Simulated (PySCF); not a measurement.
Al(H)2(NEtMe) (C₃H₁₀AlN), SMILES CC[N](C)[AlH2]. Geometry optimised at B3LYP-D3(BJ)/def2-SVP. The values are those of a single conformer.

Problem. Give the equilibrium geometry at B3LYP-D3(BJ)/def2-SVP (PySCF confirms it by a frequency run) as bond lengths and angles. (The exact figures need the calculation; the answer reports its results.)

Solution. Several could match; the one computed here: 
Atoms: Al1 H2 H3 N4 C5 C6 C7 H8 H9 H10 H11 H12 H13 H14 H15. Bond lengths (Å): Al1–H2 1.583, Al1–H3 1.583, Al1–N4 1.789, N4–C5 1.453, N4–C6 1.459, C5–H8 1.106, C5–H9 1.108, C5–H10 1.101, C6–C7 1.531, C6–H11 1.109, C6–H12 1.103, C7–H13 1.101, C7–H14 1.102, C7–H15 1.102. Angles (°): H2–Al1–H3 125.0, H2–Al1–N4 117.4, H3–Al1–N4 117.5, Al1–N4–C5 123.2, Al1–N4–C6 122.7, C5–N4–C6 114.1, N4–C5–H8 112.8, N4–C5–H9 111.4, N4–C5–H10 110.6, H8–C5–H9 107.0, H8–C5–H10 107.2, H9–C5–H10 107.6, N4–C6–C7 114.6, N4–C6–H11 109.4, N4–C6–H12 108.5, C7–C6–H11 109.1, C7–C6–H12 108.7, H11–C6–H12 106.1, C6–C7–H13 112.0, C6–C7–H14 110.6, C6–C7–H15 110.5, H13–C7–H14 107.5, H13–C7–H15 107.9, H14–C7–H15 108.2.
